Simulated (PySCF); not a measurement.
C₈H₆N₂O₃S, SMILES c1nnc(-c2scc3c2OCCO3)o1. Heavy atoms are numbered as in [cH:1]1[n:2][n:3][c:4](-[c:5]2[s:6][cH:7][c:8]3[c:9]2[O:10][CH2:11][CH2:12][O:13]3)[o:14]1. Hydrogens are named by the atom that carries them.

Geometry optimised at PBE-D3(BJ)/def2-SVP. The structure was generated by enumeration, and PubChem lists no compound with its InChIKey, so it may never have been made. Other conformers were not sampled.

Calculation: r2SCAN/def2-SVP (PySCF).

ESP charges are fitted to the potential on shells at 1.4 to 2.0 van der Waals radii. Atomic charges (e), one atom of each kind:

```tsv
atom	Mulliken	IAO	Löwdin	ESP fit
C1 (CH)	0.19	0.13	…	0.25
N2	-0.13	-0.19	…	-0.38
N3	-0.16	-0.24	-0.12	-0.36
C4	0.22	0.28	…	1.09
C5	-0.28	-0.22	…	-0.95
S6	0.18	0.38	…	0.12
C7 (CH)	-0.16	-0.34	-0.22	-0.23
C8	0.18	0.13	-0.02	0.03
C9	0.21	0.14	…	0.70
O10	-0.33	-0.31	-0.10	-0.35
C11 (CH2)	0.14	-0.06	0.08	-0.06
C12 (CH2)	0.14	-0.06	0.07	-0.02
O13	-0.34	-0.32	…	-0.27
O14	-0.24	-0.24	…	-0.38
H on C1	0.06	0.18	0.04	0.14
H on C7	0.07	0.18	0.04	0.21
H on C11	0.06	0.16	0.04	0.13
H on C12	0.06	0.14	…	0.10
```

Task: Complete the blanks. (An estimate is asked for; the answer gives what the named calculation found.)

Result: 
- C1 (CH), Löwdin: 0.05
- N2, Löwdin: -0.09
- C4, Löwdin: 0.02
- C5, Löwdin: -0.24
- S6, Löwdin: 0.47
- C9, Löwdin: 0.00
- O13, Löwdin: -0.11
- O14, Löwdin: -0.01
- H on C12, Löwdin: 0.03

Computed Mayer and Wiberg (Löwdin basis) orders of the bonds:
```json
[
 {"bond": "C1–N2", "Mayer": "1.72", "Wiberg": "1.91"},
 {"bond": "N2–N3", "Mayer": "1.14", "Wiberg": "1.35"},
 {"bond": "N3–C4", "Mayer": "1.69", "Wiberg": "1.78"},
 {"bond": "C4–C5", "Mayer": "1.15", "Wiberg": "1.20"},
 {"bond": "C5–S6", "Mayer": "1.15", "Wiberg": "1.23"},
 {"bond": "S6–C7", "Mayer": "1.14", "Wiberg": "1.32"},
 {"bond": "C7–C8", "Mayer": "1.49", "Wiberg": "1.56"},
 {"bond": "C5–C9", "Mayer": "1.42", "Wiberg": "1.44"},
 {"bond": "C8–C9", "Mayer": "1.16", "Wiberg": "1.22"},
 {"bond": "C9–O10", "Mayer": "1.15", "Wiberg": "1.28"},
 {"bond": "O10–C11", "Mayer": "0.92", "Wiberg": "1.09"},
 {"bond": "C11–C12", "Mayer": "1.06", "Wiberg": "1.06"},
 {"bond": "C8–O13", "Mayer": "1.10", "Wiberg": "1.26"},
 {"bond": "C12–O13", "Mayer": "0.93", "Wiberg": "1.10"},
 {"bond": "C1–O14", "Mayer": "1.10", "Wiberg": "1.30"},
 {"bond": "C4–O14", "Mayer": "1.15", "Wiberg": "1.26"}
]
```
